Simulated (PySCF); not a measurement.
Polarisability and C₆ of Tb(2+) (terbium, charge +2)

[Xe] 4f9, one real determinant. All numbers are calculated (PySCF 2.14, the spin-free X2C one-electron Hamiltonian (Gaussian nucleus), in ANO-R3). Coupled (time-dependent) response in atomic units; α is the mean over directions. The basis has no added diffuse functions, which lowers α and C₆.

```tsv
method	mean α (bohr³)	α xx, yy, zz	C₆ (like pair)	S(−4)
PBE	6.851	6.716, 7.119, 6.716	40.43	26.46
```

S(−4) is the Cauchy moment in α(ω) = α(0) + S(−4) ω² + …

Spin-orbit coupling is absent.

α(iu) at PBE:

| u (hartree) | α(iu) (bohr³) |
| --- | --- |
| 0 | 6.851 |
| 0.0500 | 6.798 |
| 0.100 | 6.665 |
| 0.200 | 6.287 |
| 0.300 | 5.895 |
| 0.500 | 5.205 |
| 0.750 | 4.456 |
| 1.00 | 3.801 |
| 1.50 | 2.775 |
| 2.00 | 2.077 |
| 3.00 | 1.275 |
| 5.00 | 0.6314 |

For an ion, C₆ is the dispersion term alone; charge-induced terms of lower order in 1/R come first.

The components differ because the open shell of this determinant is not spherical; for a pure term their mean is the scalar polarisability.

⟨L²⟩ = 24.01 against 30 for a pure H term, so this real determinant mixes terms. Spin-orbit coupling, absent here, splits the open shell strongly.
